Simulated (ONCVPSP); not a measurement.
**Reading a pseudo-wave (silver)**

Columns: radius, all-electron u(r) and pseudo u(r) of the 4d shell (level -7.66 eV) of silver in the configuration [Ar] 3d10 4s2 4p6 4d10 5s1; LDA (Perdew-Wang 92), scalar-relativistic, ONCV scheme, ONCVPSP 4.0.1.

| r (bohr) | all-electron | pseudo |
| --- | --- | --- |
| 0.100 | -0.2156 | 0.0033 |
| 0.200 | -0.4440 | 0.0255 |
| 0.300 | -0.3598 | 0.0805 |
| 0.400 | -0.0936 | 0.1738 |
| 0.500 | 0.2089 | 0.3012 |
| 0.600 | 0.4709 | 0.4501 |
| 0.700 | 0.6653 | 0.6027 |
| 0.800 | 0.7923 | 0.7404 |
| 0.900 | 0.8624 | 0.8475 |
| 1.000 | 0.8897 | 0.9146 |
| 1.100 | 0.8867 | 0.9398 |
| 1.200 | 0.8636 | 0.9275 |
| 1.300 | 0.8281 | 0.8873 |
| 1.400 | 0.7852 | 0.8304 |
| 1.500 | 0.7389 | 0.7673 |
| 1.600 | 0.6914 | 0.7057 |
| 1.700 | 0.6443 | 0.6497 |
| 1.800 | 0.5988 | 0.6000 |
| 1.900 | 0.5553 | 0.5553 |
| 2.000 | 0.5142 | 0.5141 |
| 2.100 | 0.4756 | 0.4756 |
| 2.200 | 0.4396 | 0.4396 |
| 2.300 | 0.4062 | 0.4061 |
| 2.400 | 0.3751 | 0.3751 |
| 2.500 | 0.3464 | 0.3463 |
| 2.600 | 0.3198 | 0.3198 |

(1) How many radial nodes do the two functions have?

(2) At about which radius was the pseudo-wave matched?

(3) Is the pseudo-wave norm-conserving?

Answers

(1) The all-electron 4d function has n − l − 1 = 1; the pseudo-wave has 0, since the states of the same l below it are removed with the core.

(2) 2.00 bohr, where the columns begin to agree (steps of 0.10 bohr).

(3) Yes: the ONCV scheme keeps the norm inside the radius equal to the all-electron one, which fixes the energy derivative of the logarithmic derivative at the level.
